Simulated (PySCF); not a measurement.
## C7H14: calculation and literature

Numbering as in the mapped SMILES `[CH3:1][C:2]([CH3:3])([CH3:4])[CH:5]1[CH2:6][CH2:7]1` (H(Xn): hydrogen on atom n). Ha(C6), Ha(C7) are cis to C2 on the ring; Hb(C6), Hb(C7) are trans to C2 on the ring.

Measured values that the calculation should reproduce: δ 13C C5 22.7; C6/C7 0.3 ppm (measured; solution, not stated per compound (mostly CDCl3 or CCl4); Pretsch, Buehlmann, Badertscher, Structure Determination of Organic Compounds, 4th ed. (2009)).

[PySCF 2.14.0 with density-fitted response routines: NMR shieldings at B3LYP/pcSseg-1/GIAO; PBE0-D3(BJ)/def2-SVP geometry; gas phase; fast rotation and ring inversion assumed for equivalent nuclei; a single conformation; non-relativistic]

(1) How close does the calculation come?

(2) How far are the unscaled 13C shifts from the references?

## Answers

(1) 
Reference values: measured (solution, not stated per compound (mostly CDCl3 or CCl4); Pretsch, Buehlmann, Badertscher, Structure Determination of Organic Compounds, 4th ed. (2009)).
| atoms | quantity | reference | computed | computed, scaled |
| --- | --- | --- | --- | --- |
| C5 | δ 13C | 22.7 | 24.9 | 23.4 |
| C6/C7 | δ 13C | 0.3 | 2.0 | 1.4 |

Computed shifts are σ(ref) − σ with the named reference compound (TMS for H and C) calculated as an isolated molecule at the same level. The measured values may be among those fitted. Shieldings were converted by linear fits to measured shifts (mostly CDCl3, TMS scale, for H and C): 13C: δ = 171.84 − 0.962σ (rms 1.1 ppm, 42 shifts, 1.5 ppm with the 1 outlier that the fit left out). Occasional misses reach two or three times the rms, and more in compound classes unlike the fitted ones.

(2) Mean signed difference +1.95 ppm, mean absolute 1.95 ppm over 2 comparisons; the largest is +2.2 ppm at C5 (three-membered-ring carbon).

The carbons averaged at δ 29.8 differ by 10 ppm in this conformer.
